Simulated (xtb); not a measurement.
C₆H₁₀O, charge -1, doublet, from a rough starting geometry (a state made from the parent by changing its charge; the spin is typed, not shown lowest); GFN2-xTB (xtb 6.7.1).

Input for xtb:
```
$ xtb mol.xyz --gfn 2 --chrg -1 --uhf 1 --opt vtight --json

# file mol.xyz
17

O      2.67185246     0.46284478    -0.04676857
C      1.54385553     0.29318850     0.18713012
C      0.54679517     1.40309575     0.30255561
C     -0.83236598     1.05189068    -0.51520014
C     -1.34375073    -0.21434045    -0.10145174
C     -0.34744188    -1.37038104    -0.36456643
C      0.92275420    -1.09958467     0.44796545
H      0.19845414     1.54607147     1.31367140
H      0.95967595     2.34340919    -0.04188539
H     -1.48200848     1.91220684    -0.43314180
H     -0.51491879     1.05390723    -1.60199835
H     -2.25114796    -0.49690231    -0.69443689
H     -1.61216799    -0.18618279     0.92173102
H     -0.72093705    -2.31742422    -0.02080187
H     -0.10502244    -1.40366155    -1.34168838
H      1.66109057    -1.79580916     0.26442403
H      0.71466181    -1.08122927     1.62593442
```

Output, abridged:

```
   ID    Z sym.   atoms
    1    8 O      1
    2    6 C      2-7
    3    1 H      8-17

           -------------------------------------------------
          |                Calculation Setup                |
           -------------------------------------------------

           -------------------------------------------------
          |                 G F N 2 - x T B                 |
           -------------------------------------------------

          ...................................................
          :                      SETUP                      :
          :.................................................:
          :  # basis functions                  38          :
          :  # atomic orbitals                  38          :
          :  # shells                           24          :
          :  # electrons                        41          :
          :  max. iterations                   250          :
          :  Hamiltonian                  GFN2-xTB          :
          :  restarted?                      false          :
          :  GBSA solvation                  false          :
          :  PC potential                    false          :
          :  electronic temp.          300.0000000     K    :
          :  accuracy                    1.0000000          :
          :  -> integral cutoff          0.2500000E+02      :
          :  -> integral neglect         0.1000000E-07      :
          :  -> SCF convergence          0.1000000E-05 Eh   :
          :  -> wf. convergence          0.1000000E-03 e    :
          :  Broyden damping             0.4000000          :
          :  net charge                         -1          :
          :  unpaired electrons                  1          :
          ...................................................

 iter      E             dE          RMSdq      gap      omega  full diag
   1    -22.3041195 -0.223041E+02  0.338E+00    5.25       0.0  T
   2    -22.4027400 -0.986205E-01  0.173E+00    3.53       1.0  T
   3    -22.4045748 -0.183477E-02  0.945E-01    3.67       1.0  T
   4    -22.4048526 -0.277870E-03  0.225E-01    3.56       1.0  T
   5    -22.4050600 -0.207394E-03  0.887E-02    3.61       1.0  T
   6    -22.4050662 -0.622832E-05  0.188E-02    3.65       1.3  T
   7    -22.4050673 -0.105142E-05  0.767E-03    3.64       3.2  T
   8    -22.4050674 -0.153001E-06  0.256E-03    3.64       9.5  T
   9    -22.4050675 -0.468468E-08  0.913E-04    3.64      26.6  T
  10    -22.4050675 -0.197077E-08  0.230E-04    3.64     105.5  T

   *** convergence criteria satisfied after 10 iterations ***

         :::::::::::::::::::::::::::::::::::::::::::::::::::::
         ::                     SUMMARY                     ::
         :::::::::::::::::::::::::::::::::::::::::::::::::::::
         :: total energy             -22.081386500905 Eh    ::
         :: gradient norm              0.370701608841 Eh/a0 ::
         :: HOMO-LUMO gap              3.640122337951 eV    ::
         ::.................................................::
         :: SCC energy               -22.405038548386 Eh    ::
         :: -> isotropic ES            0.159927631782 Eh    ::
         :: -> anisotropic ES          0.013011343797 Eh    ::
         :: -> anisotropic XC          0.003287693429 Eh    ::
         :: -> dispersion             -0.013075597861 Eh    ::
         :: repulsion energy           0.323652047480 Eh    ::
         :: add. restraining           0.000000000000 Eh    ::
         :: total charge              -1.000000000000 e     ::
         :::::::::::::::::::::::::::::::::::::::::::::::::::::

      -----------------------------------------------------------
     |                   =====================                   |
     |                        A N C O P T                        |
     |                   =====================                   |
     |               Approximate Normal Coordinate               |
[...]
 * total energy  :   -22.1368756 Eh     change       -0.1150065E-03 Eh
 * total energy  :   -22.1368971 Eh     change       -0.2155205E-04 Eh
 * total energy  :   -22.1369174 Eh     change       -0.2028987E-04 Eh
 * total energy  :   -22.1369295 Eh     change       -0.1202098E-04 Eh
 * total energy  :   -22.1369425 Eh     change       -0.1304873E-04 Eh
 * total energy  :   -22.1369556 Eh     change       -0.1306836E-04 Eh
 * total energy  :   -22.1369594 Eh     change       -0.3839245E-05 Eh
 * total energy  :   -22.1369617 Eh     change       -0.2330875E-05 Eh
 * total energy  :   -22.1369622 Eh     change       -0.4191099E-06 Eh
 * total energy  :   -22.1369623 Eh     change       -0.1693228E-06 Eh
 * total energy  :   -22.1369624 Eh     change       -0.1155161E-06 Eh
 * total energy  :   -22.1369625 Eh     change       -0.3892006E-07 Eh
   *** GEOMETRY OPTIMIZATION CONVERGED AFTER 26 ITERATIONS ***
         :: total energy             -22.136962485043 Eh    ::
[...]
        38                          0.6503832              17.6978
      -------------------------------------------------------------
                  HL-Gap            0.2427139 Eh            6.6046 eV
             Fermi-level            0.0329443 Eh            0.8965 eV

     #   Z          covCN         q      C6AA      α(0)
     1   8 O        0.855    -0.672    27.956     7.089
     2   6 C        2.813     0.036    27.190     8.543
     3   6 C        3.802    -0.051    21.489     6.600
     4   6 C        3.804    -0.044    21.357     6.579
     5   6 C        3.804    -0.037    21.235     6.560
     6   6 C        3.804    -0.044    21.357     6.579
     7   6 C        3.802    -0.051    21.489     6.600
     8   1 H        0.921    -0.039     3.839     3.064
     9   1 H        0.924    -0.007     3.176     2.787
    10   1 H        0.923    -0.022     3.474     2.915
    11   1 H        0.924     0.006     2.956     2.689
    12   1 H        0.923    -0.019     3.406     2.886
    13   1 H        0.924     0.006     2.951     2.686
    14   1 H        0.923    -0.022     3.474     2.915
    15   1 H        0.924     0.006     2.956     2.689
    16   1 H        0.924    -0.007     3.176     2.787
    17   1 H        0.921    -0.039     3.839     3.064

 Mol. C6AA /au·bohr⁶  :       2674.825404
 Mol. C8AA /au·bohr⁸  :      57104.413346
 Mol. α(0) /au        :         77.033131

Wiberg/Mayer (AO) data.
largest (>0.10) Wiberg bond orders for each atom

 ---------------------------------------------------------------------------
     #   Z sym  total        # sym  WBO       # sym  WBO       # sym  WBO
 ---------------------------------------------------------------------------
     1   8 O    1.618 --     2 C    1.484
     2   6 C    3.507 --     1 O    1.484     3 C    0.973     7 C    0.973
     3   6 C    3.968 --     4 C    0.993     9 H    0.979     2 C    0.973
                             8 H    0.955
     4   6 C    3.992 --     5 C    1.009     3 C    0.993    11 H    0.980
                            10 H    0.977
     5   6 C    3.998 --     6 C    1.009     4 C    1.009    13 H    0.978
                            12 H    0.977
     6   6 C    3.992 --     5 C    1.009     7 C    0.993    15 H    0.980
                            14 H    0.977
     7   6 C    3.968 --     6 C    0.993    16 H    0.979     2 C    0.973
                            17 H    0.955
     8   1 H    0.998 --     3 C    0.955
     9   1 H    1.000 --     3 C    0.979
    10   1 H    1.000 --     4 C    0.977
    11   1 H    1.000 --     4 C    0.980
    12   1 H    1.000 --     5 C    0.977
    13   1 H    1.000 --     5 C    0.978
    14   1 H    1.000 --     6 C    0.977
    15   1 H    1.000 --     6 C    0.980
    16   1 H    1.000 --     7 C    0.979
    17   1 H    0.998 --     7 C    0.955
 ---------------------------------------------------------------------------

Topologies differ in total number of bonds
Writing topology from bond orders to xtbtopo.mol

molecular dipole:
                 x           y           z       tot (Debye)
 q only:       -3.365      -0.637      -0.301
   full:       -3.904      -0.720      -0.157      10.097
molecular quadrupole (traceless):
                xx          xy          yy          xz          yz          zz
 q only:      -18.034      -4.866       7.223      -1.754      -0.078      10.811
  q+dip:      -21.902      -5.934       9.059      -1.862      -0.094      12.844
   full:      -21.539      -5.826       8.997      -1.543      -0.056      12.542

optimized geometry written to: xtbopt.xyz

           -------------------------------------------------
          | TOTAL ENERGY              -22.136962485043 Eh   |
          | GRADIENT NORM               0.000047351584 Eh/α |
          | HOMO-LUMO GAP               6.604581880467 eV   |
           -------------------------------------------------

normal termination of xtb
```
